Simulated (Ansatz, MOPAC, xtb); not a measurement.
**TiO2 (titanium dioxide): methods side by side**

TiO2, singlet, SMILES `[O]=[Ti]=[O]`. Each level relaxes the structure for itself.

Each level gives the highest harmonic wavenumber at each level's own minimum (cm⁻¹). The values are calculated.

```
                             level            kind  program  value (cm⁻¹)
                               PM7  semi-empirical    MOPAC           909
                              PM7-  semi-empirical    MOPAC           909
                          GFN1-xTB  semi-empirical      xtb           974
                         HF/STO-3G    Hartree–Fock   Ansatz          1331
                          HF/3-21G    Hartree–Fock   Ansatz          1207
   HF/6-31G* (Cartesian functions)    Hartree–Fock   Ansatz          1179
                   SVWN5/def2-TZVP             LDA   Ansatz          1030
                      PBE/def2-SVP             GGA   Ansatz          1035
                 PBE0-D4/def2-TZVP   global hybrid   Ansatz          1060
B3LYP/6-31G* (Cartesian functions)   global hybrid   Ansatz          1067
```

Harmonic and unscaled. The values span 909 to 1331 cm⁻¹. Without the sets that lack polarisation functions the rows with a basis span only 1030 to 1179 cm⁻¹.
